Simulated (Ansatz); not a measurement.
C$_{2}$H$_{4}$BCl (`ClB1CC1`). Charge 0, multiplicity 1.

```xyz
8

Cl    2.605    0.148    0.445
B     0.915    0.052    0.156
C    -0.476    0.589    0.412
C    -0.245   -0.630   -0.536
H    -0.977    0.392    1.356
H    -0.800    1.518   -0.049
H    -0.599   -1.597   -0.191
H    -0.423   -0.472   -1.596
```

(1) What are the harmonic wavenumbers in cm⁻¹ at PBE0-D4/def2-TZVP (Ansatz, finite differences of forces, unscaled)? (An estimate is asked.)

(2) Is this a minimum?

(3) Give the ideal-gas thermochemistry at 298.15 K and 1 bar (rigid rotor, harmonic oscillator; point group C2v, symmetry number 2).

Results:

(1) Computed: 217, 303, 498, 515, 673, 889, 921, 935, 958, 1066, 1178, 1336, 1396, 1465, 3124, 3126, 3190, 3205.

(2) Yes, all 18 modes are real.

(3) Zero-point energy 149.5 kJ/mol; H(298) − E = 164.1 kJ/mol; entropy 284.7 J/(mol·K), of which translation 162.6, rotation 98.3, vibration 23.8; G(298) − E = 79.2 kJ/mol.
